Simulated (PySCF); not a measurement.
## Unknowns

[PySCF 2.14.0 with density-fitted response routines: shieldings: GIAO PBE0/pcSseg-1; geometry from GFN2-xTB; no relativistic terms; rapidly exchanging positions averaged; a single conformation; isolated molecule]

Referencing at the same level of theory: TMS for 1H (31.72 ppm), 13C (186.93 ppm). Splittings of carbon signals by F and P are missing where no couplings were computed. Where no couplings were computed, multiplicities follow the n + 1 count of equivalent neighbours, and m marks all less simple cases (inequivalent or close neighbours, rings, F or P nearby). Shifts are as computed. Against solution values, carbons near 30 ppm lie about +3 ppm off and those near 130 ppm about +5 ppm. Of 1211 compounds with measured shifts, 218 miss one by over three times the rms of a fit or turn the order of signals round; such compounds aren't used in these exercises. OH and NH positions are gas-phase values without hydrogen bonding to other molecules.

Question: C6H13N. 1H NMR (300 MHz, computed): δ 6.28 (m, 1H), 5.39 (m, 1H), 5.33 (m, 1H), 2.14 (d, 2H), 1.06 (s, 6H), 0.62 (br s, 2H). 13C{1H} NMR (computed): δ 145.9 (CH), 123.7 (CH2), 53.6 (CH2), 51.6 (C), 32.2 (CH3). Identify the compound.

Answer: `C=CCC(C)(C)N`. The formula gives 1 degree of unsaturation (no ring in the answer). 5 carbon signals for 6 carbons: some carbons are equivalent by symmetry or fast rotation. Carbon types of the structure: 1 × C, 1 × CH, 2 × CH2, 2 × CH3, leaving 2 H on heteroatoms. δC 145.9: alkene CH; as expected for a trigonal carbon in a double bond. δC 123.7: terminal =CH2 carbon; the olefinic region. δH 5.39, 5.33: hydrogen on a terminal =CH2 carbon; attached to an sp2 carbon and in the plane of the double bond. δH 2.14: hydrogen on an allylic sp3 CH2; allylic position.

The data come from this structure; uniqueness wasn't tested.

Question: C6H7F3O. 1H NMR (400 MHz, computed): δ 6.14 (m, 1H), 5.72 (m, 1H), 5.61 (m, 1H), 5.36 (br s, 1H), 4.96 (br s, 1H), 3.03 (d, 2H). 13C{1H} NMR (computed): δ 161.1 (C), 141.6 (CH), 130.1 (C), 122.9 (CH2), 104.1 (CH2), 42.6 (CH2). What is it?

Answer: SMILES C=C(CC=C)OC(F)(F)F. Rings plus π bonds: 2 (no ring in the answer). 6 carbon signals for 6 carbons: no two carbons are equivalent. Carbon types of the structure: 2 × C, 1 × CH, 3 × CH2, which accounts for all hydrogens. δC 161.1: alkene carbon bearing oxygen; an sp2 carbon further deshielded by the attached heteroatom. δC 141.6: alkene CH; the olefinic region. δC 122.9: terminal =CH2 carbon; the olefinic region. δC 104.1: β carbon of an enol-ether or enamine type C=C; the O or N lone pair pushes π density onto this β carbon and shields it.

The shifts were computed for this structure.
